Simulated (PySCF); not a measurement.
Species: C4HF4PS.
Atom-mapped SMILES: `[F:1][c:2]1[p:3][cH:4][s:5][c:6]1[C:7]([F:8])([F:9])[F:10]` (hydrogens: H11 on C4)

The same species was optimised twice, with GFN2-xTB and with PBE0-D3(BJ)/def2-SVP (PySCF), and the same property calculations (PySCF, gas phase) were run on both structures.

| coordinate | GFN2-xTB | PBE0-D3(BJ)/def2-SVP | change |
| --- | --- | --- | --- |
| F1–C2 (Å) | 1.336 | 1.325 | -0.011 |
| C4–S5 (Å) | 1.709 | 1.699 | -0.010 |
| C7–F9 (Å) | 1.340 | 1.330 | -0.010 |
| C7–F8 (Å) | 1.342 | 1.332 | -0.010 |
| C2–P3 (Å) | 1.776 | 1.784 | +0.008 |
| C6–C7 (Å) | 1.495 | 1.501 | +0.006 |
| P3–C4 (Å) | 1.707 | 1.713 | +0.006 |
| C2–C6 (Å) | 1.366 | 1.371 | +0.005 |
| C7–F10 (Å) | 1.341 | 1.337 | -0.004 |
| S5–C6 (Å) | 1.717 | 1.714 | -0.003 |
| C6–C7–F10 (°) | 111.8 | 110.4 | -1.4 |
| F9–C7–F10 (°) | 106.7 | 107.9 | +1.2 |
| F8–C7–F10 (°) | 106.6 | 107.7 | +1.1 |
| C4–S5–C6 (°) | 94.4 | 95.5 | +1.1 |
| C6–C7–F9 (°) | 112.5 | 111.6 | -0.9 |
| F8–C7–F9 (°) | 106.5 | 107.3 | +0.8 |
| C6–C7–F8 (°) | 112.4 | 111.7 | -0.7 |
| P3–C4–S5 (°) | 120.3 | 119.7 | -0.6 |
| S5–C6–C7–F8 (°) | -116 | -114 | +2 |

Rotational constants: A = 1641, B = 827.7, C = 608.4 MHz (GFN2-xTB) against A = 1648, B = 829.6, C = 610.0 MHz (PBE0-D3(BJ)/def2-SVP). Atoms that the bonding makes alike are paired by their places after alignment.

On the GFN2-xTB structure: lowest triplet, Tamm–Dancoff (eV) 3.21 [B3LYP/def2-SVPD]; isotropic polarisability (au) 89.8 [B3LYP/def2-SVPD]; HOMO (eV) -7.56 [B3LYP/def2-SVPD]; LUMO (eV) -2.37 [B3LYP/def2-SVPD]; dipole (D) 3.13 [B3LYP/def2-SVPD]; HOMO (eV) -7.83 [PBE0/pcSseg-1]; LUMO (eV) -2.21 [PBE0/pcSseg-1]; dipole (D) 3.03 [PBE0/pcSseg-1]; GIAO shielding of F1 (ppm) 276.7 [PBE0/pcSseg-1]; GIAO shielding of C2 (ppm) -9.5 [PBE0/pcSseg-1]; GIAO shielding of P3 (ppm) 119.6 [PBE0/pcSseg-1]; GIAO shielding of C4 (ppm) 17.7 [PBE0/pcSseg-1]; GIAO shielding of S5 (ppm) 209.5 [PBE0/pcSseg-1]; GIAO shielding of C6 (ppm) 51.8 [PBE0/pcSseg-1]; GIAO shielding of C7 (ppm) 56.5 [PBE0/pcSseg-1]; GIAO shielding of F8/F9/F10 (mean) (ppm) 238.8 [PBE0/pcSseg-1].

What do these properties become on the PBE0-D3(BJ)/def2-SVP structure?

| property | level | on GFN2-xTB | on PBE0-D3(BJ)/def2-SVP | change |
| --- | --- | --- | --- | --- |
| lowest triplet, Tamm–Dancoff (eV) | B3LYP/def2-SVPD | 3.21 | 3.20 | -0.01 |
| isotropic polarisability (au) | B3LYP/def2-SVPD | 89.8 | 89.8 | 0.0 |
| HOMO (eV) | B3LYP/def2-SVPD | -7.56 | -7.47 | +0.09 |
| LUMO (eV) | B3LYP/def2-SVPD | -2.37 | -2.29 | +0.08 |
| dipole (D) | B3LYP/def2-SVPD | 3.13 | 2.88 | -0.25 |
| energy, GFN2-xTB geometry as zero (kcal/mol) | B3LYP/def2-SVPD | 0.0 | 0.0 | 0.0 |
| HOMO (eV) | PBE0/pcSseg-1 | -7.83 | -7.74 | +0.09 |
| LUMO (eV) | PBE0/pcSseg-1 | -2.21 | -2.14 | +0.07 |
| dipole (D) | PBE0/pcSseg-1 | 3.03 | 2.78 | -0.25 |
| energy, GFN2-xTB geometry as zero (kcal/mol) | PBE0/pcSseg-1 | 0.0 | -0.2 | -0.2 |
| GIAO shielding of F1 (ppm) | PBE0/pcSseg-1 | 276.7 | 278.1 | +1.4 |
| GIAO shielding of C2 (ppm) | PBE0/pcSseg-1 | -9.5 | -10.4 | -0.9 |
| GIAO shielding of P3 (ppm) | PBE0/pcSseg-1 | 119.6 | 114.6 | -5.0 |
| GIAO shielding of C4 (ppm) | PBE0/pcSseg-1 | 17.7 | 18.5 | +0.8 |
| GIAO shielding of S5 (ppm) | PBE0/pcSseg-1 | 209.5 | 210.8 | +1.3 |
| GIAO shielding of C6 (ppm) | PBE0/pcSseg-1 | 51.8 | 50.6 | -1.2 |
| GIAO shielding of C7 (ppm) | PBE0/pcSseg-1 | 56.5 | 58.5 | +2.0 |
| GIAO shielding of F8/F9/F10 (mean) (ppm) | PBE0/pcSseg-1 | 238.8 | 244.6 | +5.8 |

The heavy atoms differ by 0.020 Å rms after alignment (one structure mirrored). Among bonds between heavy atoms F1–C2, C4–S5, C7–F8 and C7–F9 change most and about equally (-0.011 to -0.010 Å). Changes are differences of the printed values. Neither structure is proved a minimum here.

The values belong to the conformer `[F:1][c:2]1[p:3][cH:4][s:5][c:6]1[C:7]([F:8])([F:9])[F:10]`: S5–C6–C7–F8 -114°.
